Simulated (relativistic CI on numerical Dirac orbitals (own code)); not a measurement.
Level scheme of Hf61+

Computed by Dirac-Coulomb-Breit CI, KLI orbitals optimised for each configuration, model QED, unscaled Slater integrals (own radial code, finite nucleus).

Configuration list (outside the closed core [Ne]): 3s, 3p, 3d, 4s, 4p, 4d, 4f, 5s, 5p, 5d, 5f, 5g, 6s, 6p, 6d, 7s, 7p. Levels of other configurations are missing.

The lowest level is 3s ²S1/2, with 100 % of that term; Hund's rules for 3s give ²S with J = 1/2, in agreement.

| No. | Configuration | Term | J | E (eV) | % | Landé g |
| --- | --- | --- | --- | --- | --- | --- |
| 1 | 3s | ²S | 1/2 | 0.00 | 100 | 1.984 |
| 2 | 3p | ²P° | 1/2 | 153.10 | 100 | 0.648 |
| 3 | 3p | ²P° | 3/2 | 481.49 | 100 | 1.321 |
| 4 | 3d | ²D | 3/2 | 662.17 | 100 | 0.786 |
| 5 | 3d | ²D | 5/2 | 736.99 | 100 | 1.188 |
| 6 | 4s | ²S | 1/2 | 3042.16 | 100 | 1.993 |
| 7 | 4p | ²P° | 1/2 | 3105.42 | 100 | 0.656 |
| 8 | 4p | ²P° | 3/2 | 3239.83 | 100 | 1.327 |
| 9 | 4d | ²D | 3/2 | 3308.38 | 100 | 0.792 |
| 10 | 4d | ²D | 5/2 | 3340.73 | 100 | 1.194 |
| 11 | 4f | ²F° | 5/2 | 3376.75 | 100 | 0.850 |
| 12 | 4f | ²F° | 7/2 | 3390.94 | 100 | 1.137 |
| 13 | 5s | ²S | 1/2 | 4395.94 | 100 | 1.996 |
| 14 | 5p | ²P° | 1/2 | 4427.71 | 100 | 0.660 |
| 15 | 5p | ²P° | 3/2 | 4495.30 | 100 | 1.329 |
| 16 | 5d | ²D | 3/2 | 4528.84 | 100 | 0.795 |
| 17 | 5d | ²D | 5/2 | 4545.52 | 100 | 1.196 |
| 18 | 5f | ²F° | 5/2 | 4563.36 | 100 | 0.853 |
| 19 | 5f | ²F° | 7/2 | 4570.65 | 100 | 1.139 |
| 20 | 5g | ²G | 7/2 | 4573.12 | 100 | 0.884 |
| 21 | 5g | ²G | 9/2 | 4577.45 | 100 | 1.107 |
| 22 | 6s | ²S | 1/2 | 5113.42 | 100 | 1.998 |
| 23 | 6p | ²P° | 1/2 | 5131.53 | 100 | 0.662 |
| 24 | 6p | ²P° | 3/2 | 5170.16 | 100 | 1.331 |
| 25 | 6d | ²D | 3/2 | 5189.10 | 100 | 0.796 |
| 26 | 6d | ²D | 5/2 | 5198.76 | 100 | 1.197 |
| 27 | 7s | ²S | 1/2 | 5538.67 | 100 | 1.999 |
| 28 | 7p | ²P° | 1/2 | 5549.94 | 100 | 0.663 |
| 29 | 7p | ²P° | 3/2 | 5574.05 | 100 | 1.332 |

Energies count from the lowest computed level; ° marks odd parity.

The mean weight of the leading LS term, summed over parents, in these 29 levels is 100 %, and that of the leading jj configuration (from the same eigenvectors) 100 %.

At this charge energies of transitions that change n are usually good to better than 1 %, and those within a shell (Δn = 0) to a few per cent.
